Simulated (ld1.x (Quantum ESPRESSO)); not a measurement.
## N: variants of one RRKJ potential

Base potential:

ld1.x (Quantum ESPRESSO) 7.5 input, shortened:

```
&input
   title='N', zed=7., rel=1, dft='WC', iswitch=3,
   config='[He] 2s2 2p2.75 3d-2'
 /
 &inputp
   pseudotype=2, tm=.false., rho0=0.001, lloc=-1, rcloc=1.10,
   nlcc=.true., rcore=0.60
 /
3
2S  1  0   2.00   0.00  0.75  0.75  0.0
2P  2  1   2.75   0.00  1.60  1.60  0.0
3D  3  2  -2.00  -0.15  1.60  1.60  0.0
 &test
   configts(1)='2s2 2p2.75'
 /
```

Cutoffs, loose and tight: the cutoffs (Ry, on a coarse ladder) from which the occupation-weighted sum of valence levels, in a spherical-Bessel basis at the reference potential, stays within 10 and 1 mRy of its value at 400 Ry. They do not see the model core or the augmentation charge, which bear on the density cutoff. Test errors are all-electron minus pseudo excitation energies from the reference, over the configurations 2s2 2p3; 2s2 2p2; 2s2 2p1; 2s2 2p3.3; 2s2 2p2.5; 2s1 2p0; 2s2 2p0. A dash means not determined; rows that change the core or the reference have their own tests.

| change | outcome | cutoff, loose | cutoff, tight | bound ghosts | largest test error (meV) |
| --- | --- | --- | --- | --- | --- |
| base | generated | 230 Ry | 300 Ry | none | +1372 |
| wave 2s (bound): rc 0.75 bohr becomes 2s (bound): rc 0.48 bohr | failed: compute_chi: n is too large | – | – | – | – |
| wave 2s (bound): rc 0.75 bohr becomes 2s (bound): rc 0.54 bohr | failed: compute_chi: n is too large | – | – | – | – |
| wave 2s (bound): rc 0.75 bohr becomes 2s (bound): rc 0.64 bohr | failed: compute_chi: n is too large | – | – | – | – |
| wave 2s (bound): rc 0.75 bohr becomes 2s (bound): rc 0.72 bohr | generated | 230 Ry | 300 Ry | none | +1375 |
| wave 2s (bound): rc 0.75 bohr becomes 2s (bound): rc 0.84 bohr | generated | 120 Ry | 180 Ry | none | +1358 |
| wave 2s (bound): rc 0.75 bohr becomes 2s (bound): rc 0.92 bohr | generated | 100 Ry | 140 Ry | none | +1349 |
| wave 2s (bound): rc 0.75 bohr becomes 2s (bound): rc 0.98 bohr | generated | 90 Ry | 140 Ry | none | +1346 |
| wave 2s (bound): rc 0.75 bohr becomes 2s (bound): rc 1.08 bohr | generated | 90 Ry | 110 Ry | none | +1341 |
| wave 2s (bound): rc 0.75 bohr becomes 2s (bound): rc 1.14 bohr | generated | 80 Ry | 110 Ry | none | +1339 |

(1) What comes out with this change to the base: wave 2s (bound): rc 0.75 bohr becomes 2s (bound): rc 0.78 bohr?

## Answers

(1) outcome: generated; cutoff, loose: 180 Ry; cutoff, tight: 230 Ry; bound ghosts: none; largest test error (meV): +1366.

Reading the sweep of the s radius (base included, trends over the rows without a ghost): The loose cutoff falls from 230 Ry at 0.72 to 80 Ry at 1.14 bohr. A larger radius leaves more room for a smooth pseudo-wave, so fewer plane waves are needed; a smaller one forces it to follow the all-electron wave where it bends sharply. The median size of the test errors (rows with all tests solved) stays near 12.3 meV. The generation fails at 0.48, 0.54, 0.64 bohr.
